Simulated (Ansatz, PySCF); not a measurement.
Gas-phase reaction R1 → P1 + P2, each structure at its B3LYP-D3(BJ)/def2-TZVP stationary point, reached from a drawn start (curvature not checked).
R1: Cl3Ga (SMILES [Cl][Ga]([Cl])[Cl]), charge 0, multiplicity 1.
P1: ClGa (SMILES [Cl][Ga]), charge 0, multiplicity 1.
P2: Cl2 (SMILES ClCl), charge 0, multiplicity 1.

P less R. No zero-point or thermal terms; no spin–orbit coupling.

Correlated levels freeze the cores. In cc and def2 sets filled d and f shells under p-block atoms count as core.

The values were computed with Ansatz (Gaussian orbitals); PySCF for the D3/D4 terms. Each number belongs to the level named beside it.

```csv
level,reaction energy (kcal/mol)
HF/def2-QZVPP,96.37
PBE-D3(BJ)/def2-TZVPP,84.02
PBE-D4/def2-TZVPP,84.56
BLYP-D3(BJ)/def2-TZVPP,77.30
BLYP-D4/def2-TZVPP,77.90
BHLYP-D4/def2-TZVPP,93.48
SCS-MP2/def2-TZVPP,97.96
CCSD/def2-QZVPP,95.70
CCSD(T)/def2-QZVPP,…
```

**Question.** Complete the blanks.

**Answer.** 
- CCSD(T)/def2-QZVPP, reaction energy (kcal/mol): 95.57

Ansatz is a quantum-chemistry and plane-wave program.
